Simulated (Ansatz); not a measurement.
Isolated molecules relaxed with PBE0-D4/def2-TZVP in Ansatz; ΔE leaves out vibrations. CCSD(T)/CBS adds triple-zeta CCSD(T) − MP2 to the extrapolated MP2 energy (def2 sets, frozen cores). Functionals use def2-TZVPP. def2 core potentials past Kr. For In outer-core shells are correlated without core-valence functions, which leaves a few kJ/mol of doubt a bond. One conformer a species, not always the lowest.

Reaction (ligand exchange at the Si–N bond): `FB(F)N[SiH3]` + `[CH3][In]([OH])[F]` → `[CH3][In]([F])[O][SiH3]` + `NB(F)F`

```
                  species  LDA (SPW92) energy (Eh)
           `FB(F)N[SiH3]`               -568.33278
     `[CH3][In]([OH])[F]`               -403.98217
`[CH3][In]([F])[O][SiH3]`               -693.54135
                 `NB(F)F`               -278.79447
```

(1) Work out ΔE.

Largest T1 diagnostic among the species: 0.016.

Answers

(1) ΔE = (-693.54135) + (-278.79447) − (-568.33278) − (-403.98217) = -0.02087 Eh = -54.8 kJ/mol. CCSD(T)/CBS gives -63.5 kJ/mol.

From PBE to PBE0 (25 % exact exchange), in def2-TZVPP and without D4, ΔE moves by −5.2 kJ/mol. In def2-TZVPP, CCSD(T) changes the Hartree–Fock value by +13.7 kJ/mol (the triples alone add +1.8 kJ/mol) and MP2 by +13.2 kJ/mol. At CCSD(T), def2-SVP lies −3.1 kJ/mol from the extrapolated value and def2-TZVPP −0.2 kJ/mol.
